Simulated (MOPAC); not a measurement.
Input file for MOPAC: PM7 on hydrogen selenide (SMILES [SeH2]), a point of a bond scan (R = 1.985 Å).

```
PM7 1SCF PRECISE CHARGE=0 THREADS=1
H2Se

Se     0.00006887 1     0.05705775 1     0.00248776 1
H     -1.42091182 1    -1.32797355 1    -0.05243548 1
H      1.05016787 1    -0.97107215 1    -0.04638768 1
```

It printed:

```
*******************************************************************************
 **                                                                           **
 **                              MOPAC v23.2.5                                **
 **                                                                           **
 *******************************************************************************
 ** MOPAC's Digital Object Identifier: https://doi.org/10.5281/zenodo.6511958 **
 **                                                                           **
 ** Please cite the open-source release paper for use of this MOPAC version:  **
 ** J. E. Moussa and J. J. P. Stewart (2026)                                  **
 ** MOPAC: An open-source semiempirical molecular orbital program             **
 ** J. Open Source Softw., 11(119), 8025, https://doi.org/10.21105/joss.08025 **
 *******************************************************************************

                              PM7 CALCULATION RESULTS

 *******************************************************************************
 *  PM7        - The PM7 Hamiltonian to be used
 *
 *
 *
 *                 CHARGE ON SYSTEM = 0
 *
 *
 *
 *  PRECISE    - TIGHTER CRITERIA TO BE USED
 *  1SCF       - DO 1 SCF AND THEN STOP
 *  THREADS=1  - MULTI-THREADING NOT USED
 *  T=         - A TIME OF 172800.0 SECONDS REQUESTED
 *  DUMP=N     - RESTART FILE WRITTEN EVERY 7200.0 SECONDS REQUESTED
 *******************************************************************************
PM7 1SCF PRECISE CHARGE=0 THREADS=1
 H2Se

   ATOM   CHEMICAL          X               Y               Z
  NUMBER   SYMBOL      (ANGSTROMS)     (ANGSTROMS)     (ANGSTROMS)

     1      Se          0.00006887  *   0.05705775  *   0.00248776  *
     2       H         -1.42091182  *  -1.32797355  *  -0.05243548  *
     3       H          1.05016787  *  -0.97107215  *  -0.04638768  *



          CARTESIAN COORDINATES

    NO.       ATOM           X           Y           Z

     1        Se          0.0001      0.0571      0.0025
     2         H         -1.4209     -1.3280     -0.0524
     3         H          1.0502     -0.9711     -0.0464

 General Reference for PM7:
 "Optimization of Parameters for Semiempirical Methods VI: More Modifications to the
 NDDO Approximations and Re-optimization of Parameters", J. J. P. Stewart, J. Mol. Mod., 1:32, 19 (2013)
 https://link.springer.com/article/10.1007/s00894-012-1667-x

           Empirical Formula: H2 Se  =     3 atoms



      MOLECULAR POINT GROUP   :   Cs


      RHF CALCULATION, NO. OF DOUBLY OCCUPIED LEVELS = 4


 -------------------------------------------------------------------------------
 PM7 1SCF PRECISE CHARGE=0 THREADS=1
 H2Se



     1SCF WAS SPECIFIED, SO BFGS WAS NOT USED
     SCF FIELD WAS ACHIEVED


                              PM7 CALCULATION
                                                       MOPAC v23.2.5 Linux




          FINAL HEAT OF FORMATION =         28.67286 KCAL/MOL =     119.96724 KJ/MOL


          COSMO AREA              =         68.79 SQUARE ANGSTROMS
          COSMO VOLUME            =         51.41 CUBIC ANGSTROMS

          IONIZATION POTENTIAL    =          8.232457 EV
          HOMO LUMO ENERGIES (EV) =         -8.232 -0.294
          NO. OF FILLED LEVELS    =          4
          MOLECULAR WEIGHT        =         80.9758         POINT GROUP:  Cs

          MOLECULAR DIMENSIONS (Angstroms)

            Atom       Atom       Distance
            H     3    H     2     2.49673
            H     2   Se     1     1.16880
            H     2   Se     1     0.00000


          SCF CALCULATIONS        =          1





   ATOM   CHEMICAL          X               Y               Z
  NUMBER   SYMBOL      (ANGSTROMS)     (ANGSTROMS)     (ANGSTROMS)

     1      Se          0.00006887  *   0.05705775  *   0.00248776  *
     2       H         -1.42091182  *  -1.32797355  *  -0.05243548  *
     3       H          1.05016787  *  -0.97107215  *  -0.04638768  *

                             CARTESIAN COORDINATES

   1   Se        0.000068870     0.057057750     0.002487760
   2    H       -1.420911820    -1.327973550    -0.052435480
   3    H        1.050167870    -0.971072150    -0.046387680


           Empirical Formula: H2 Se  =     3 atoms



      MOLECULAR POINT GROUP   :   Cs


                  EIGENVALUES
 -23.04381 -11.79259 -10.31253  -8.23246  -0.29434   1.36992


              NET ATOMIC CHARGES AND DIPOLE CONTRIBUTIONS

  ATOM NO.   TYPE          CHARGE      No. of ELECS.   s-Pop       p-Pop
    1         Se          -0.134654        6.1347     1.95883     4.17583
    2          H           0.107707        0.8923     0.89229
    3          H           0.026947        0.9731     0.97305
 DIPOLE           X         Y         Z       TOTAL
 POINT-CHG.    -0.599    -0.850    -0.035     1.040
 HYBRID         0.301    -0.899    -0.040     0.949
 SUM           -0.298    -1.749    -0.075     1.775


          ATOMIC ORBITAL ELECTRON POPULATIONS

     Atom    s        px        py        pz
    1 Se   1.95883   1.07797   1.09960   1.99826
    2  H   0.89229
    3  H   0.97305

 **********************
 *                    *
 * JOB ENDED NORMALLY *
 *                    *
 **********************




 == MOPAC DONE ==
```

The run finished.

Cost: very roughly 0.03 core-seconds.
